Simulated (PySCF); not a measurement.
# Spinor energies of Pb⁺ (lead, charge +1)

Start: [Xe] 4f14 5d10 6s2 6p1; 6p1/2 filled at m_j = +1/2. Calculated with PySCF 2.14 in x2c-SVPall-2c with one added diffuse shell each of s, p type (8s12p7d2f, 93 functions): generalised Hartree-Fock with the X2C-1e Hamiltonian and a Gaussian nucleus; one run each with spin-orbit coupling (SO) switched off, then screened by Boettger's factors.

```tsv
spinor shell	electrons	ε, spin-free (eV)	ε, screened SO (eV)	weight of nominal j (screened SO)	rms radius, screened SO (bohr)
1s1/2	2	-88510.9	-88471.2	1.000	0.0181
2s1/2	2	-15997.0	-15983.9	1.000	0.0730
2p1/2	2	-13743.4	-15327.4	1.000	0.0617
2p3/2	4	-13743.4	-13132.2	1.000	0.0700
3s1/2	2	-3919.6	-3914.8	1.000	0.186
3p1/2	2	-3263.6	-3619.2	1.000	0.178
3p3/2	4	-3263.6	-3122.4	1.000	0.195
3d3/2	4	-2580.8	-2640.7	1.000	0.171
3d5/2	6	-2580.8	-2536.1	1.000	0.175
4s1/2	2	-933.24	-931.29	1.000	0.408
4p1/2	2	-714.53	-801.99	1.000	0.412
4p3/2	4	-714.53	-678.85	1.000	0.446
4d3/2	4	-455.00	-467.38	1.000	0.459
4d5/2	6	-455.00	-444.50	1.000	0.464
5s1/2	2	-175.12	-174.32	1.000	0.916
4f5/2	6	-167.10	-168.65	1.000	0.495
4f7/2	8	-167.10	-163.75	1.000	0.496
5p1/2	2	-112.03	-128.05	1.000	0.982
5p3/2	4	-112.03	-104.97	1.000	1.07
5d3/2	4	-37.152	-38.149	1.000	1.38
5d5/2	6	-37.152	-35.450	1.000	1.40
6s1/2	2	-22.381	-22.102	0.997	2.47
6p1/2	1	-13.432	-14.810	1.000	3.03
```

```json
{"quantity": "E (hartree)", "spin-free": "-20864.22158", "screened SO": "-20901.95420"}
{"quantity": "M_J", "spin-free": "1/2", "screened SO": "1/2"}
{"quantity": "⟨J²⟩", "spin-free": "1.185", "screened SO": "0.760"}
{"quantity": "⟨L²⟩", "spin-free": "2.026", "screened SO": "2.206"}
{"quantity": "⟨S²⟩", "spin-free": "0.759", "screened SO": "0.939"}
```

Each row is a mean over spinors that exchange with the open shell spreads, by up to 0.618 eV (6s1/2).

Breit and QED terms are absent; they matter most for the inner s and p1/2 levels.

Densities and radii are taken from the X2C orbitals without a picture-change correction, which distorts them close to the nucleus.

Without spin-orbit coupling the j labels of p, d and f shells carry no meaning; the spin-free column gives the mean over the occupied spinors of each nl shell, and its ⟨J²⟩ belongs to a mixture of degenerate components.
